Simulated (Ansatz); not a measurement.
Born–Oppenheimer molecular dynamics of Cl$_{2}$FHOZr (6 atoms, charge 0, multiplicity 1). It starts from a relaxed structure.

All numbers below come from RKS PBE0/def2-SVP (Ansatz 0.2.0).

```yaml
ensemble: NVT, Nosé–Hoover chain
time_step: 0.5 fs
steps_asked: 300
set_temperature: 700 K
thermostat: time constant 3 fs, chain length 1
seed: 611786
```

First frame:

```xyz
6
Properties=species:S:1:pos:R:3
Zr -0.071 -0.105 0.001
F -0.059 -0.027 1.892
O 1.698 -0.338 -0.605
H 2.593 -0.460 -0.924
Cl -0.933 1.906 -0.859
Cl -1.381 -1.927 -0.698
```

Q: How far do the bonds stretch over the last three quarters of this one trajectory? (Pairs bonded in most of those frames.)

A: 
```csv
bond,mean (Å),spread (Å),shortest,longest
Zr1–F2,1.900,0.021,1.87,1.94
Zr1–O3,1.914,0.021,1.87,1.95
Zr1–Cl5,2.330,0.042,2.25,2.38
Zr1–Cl6,2.357,0.015,2.31,2.37
O3–H4,0.977,0.028,0.93,1.05
```

Mean temperature of the second half: 702 K. The conserved energy stayed within 0.46 meV per atom of its start (net change 0.11 meV per atom), so the integration is sound. A run of 0.15 ps of so small a system gives no equilibrium averages.

Time of the run: 17 min on 2 threads of Arm Neoverse V1, with other jobs on the host, peak memory 0.22 GiB.
